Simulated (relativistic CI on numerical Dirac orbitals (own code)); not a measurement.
Lu³⁺: N6,7 absorption edge

Computed with this model: Dirac-Coulomb-Breit CI, separate exchange-only KLI orbitals for each configuration, a model potential for QED, valence Slater integrals scaled by 0.7, multiplet model of core-to-valence dipole absorption; configurations [Xe] 4f14 → [Xe] 4f13 5d; 300 K; Lorentzian 0.3 eV and Gaussian 0.3 eV FWHM. Energies are those of the free ion, without screening or charge transfer. The branching ratio is the share of the lower-energy edge in the whole absorption, uncertain by about 0.02 where the edges overlap. S is read from ⟨S²⟩ = S(S + 1).

Field parameters in Wybourne normalisation: D3d B²₀ = −7Dσ, B⁴₀ = −14Dq − 21Dτ, B⁴₃ = −14√(10/7) Dq; D4h B²₀ = −7Ds, B⁴₀ = 21(Dq − Dt), B⁴₄ = 21√(5/14) Dq; Oh B⁴₀ = 21Dq, B⁴₄ = √(5/14) B⁴₀; Td as Oh with Dq negative (B⁴₀ = 21Dq, B⁴₄ = √(5/14) B⁴₀). The field is a parameter set, without covalency.

Computed curve for D4h, 10Dq = 13150, Ds = -470, Dt = 830 cm⁻¹, scaled to 100 at the maximum (points under 2 are left out and the grid is thinned):

(Energy (eV), Intensity): (8.1, 2.6), (8.2, 3.4), (8.4, 3.7), (8.5, 3.3), (8.6, 3.1), (8.8, 3.6), (8.9, 3.7), (9.0, 3.7), (9.1, 3.8), (9.3, 4.3), (9.4, 4.3), (9.5, 4.4), (9.7, 5.2), (9.8, 6.1), (9.9, 7.3), (10.1, 8.7), (10.2, 8.5), (10.3, 8.3), (10.5, 11.2), (10.6, 15.1), (10.7, 20.3), (10.8, 25.0), (11.0, 26.6), (11.1, 26.0), (11.2, 27.9), (11.4, 39.0), (11.5, 48.8), (11.6, 64.0), (11.8, 100.0), (11.9, 98.1), (12.0, 77.2), (12.2, 30.7), (12.3, 18.9), (12.4, 12.5), (12.5, 8.9), (12.7, 5.2), (12.8, 4.2), (12.9, 3.4), (13.1, 2.5), (13.2, 2.1)

The ground state has S = 0.00, and the centroid lies at 11.41 eV.
